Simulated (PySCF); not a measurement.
Bi(OH)(TeH)2 (BiH3OTe2), SMILES [OH][Bi]([TeH])[TeH].

Coordinates come from a PBE0-D3(BJ)/def2-SVP optimisation. The structure was generated by enumeration; whether it is a known compound was not checked. The def2 effective core potentials stand for the cores of Bi, Te; spin–orbit coupling is left out. The values are those of a single conformer.

The numbers are results of r2SCAN/def2-TZVP in PySCF, not measurements.

Gas-phase values at a fixed geometry.

Task: Estimate the frontier levels, gap, dipole moment and polarisability. (An estimate is asked for; the answer gives what the named calculation found.)

Result: 
- highest occupied level: -5.76 eV
- lowest empty level: -2.61 eV
- orbital gap: 3.15 eV
- dipole moment: 1.28 D
- quadrupole, principal values (traceless, Buckingham form, about the centre of nuclear charge): -11.79, 1.64, 10.15 D·Å
- mean static polarisability: 134.2 bohr³ (19.88 Å³)
- polarisability, principal values: 94.9, 134.9, 172.7 bohr³
